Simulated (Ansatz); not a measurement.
The cluster Be₂S₂⁺, relaxed as a doublet with UKS PBE0-D4/def2-TZVP in Ansatz, starting from the GFN2-xTB geometry. Force threshold 0.02 eV/Å.

The structure comes from a short search, and lower isomers may exist.

Start:

```
atom   x (Å)   y (Å)   z (Å)
 Be1   0.601   0.821   0.056
 Be2  -0.607  -0.817  -0.048
  S3   1.014  -0.818   1.120
  S4  -1.009   0.815  -1.128
```

Question: Estimate the energy that the relaxation releases and the steps that it takes.

Answer: 11.3 kJ/mol, in 4 steps; 4.2 s on 4 threads of Arm Neoverse V1 on a shared host. No frequencies were taken in this run, so the end may be a saddle point.

Question: Does the start keep its bonding and symmetry?

Answer: By distances, no bond broke or formed. The bond that changes most is Be2–S3, from 2.00 to 1.94 Å (atoms count from 1). Point group D2h at the start, D2h at the end, both within 0.05 Å.

Question: Predict the relaxed structure.

Answer: 
```
atom   x (Å)   y (Å)   z (Å)
 Be1   0.609   0.827   0.053
 Be2  -0.610  -0.826  -0.051
  S3   0.968  -0.781   1.074
  S4  -0.967   0.780  -1.076
```
Bond lengths (bridged metal pairs left out): 4 × Be–S 1.94 Å.
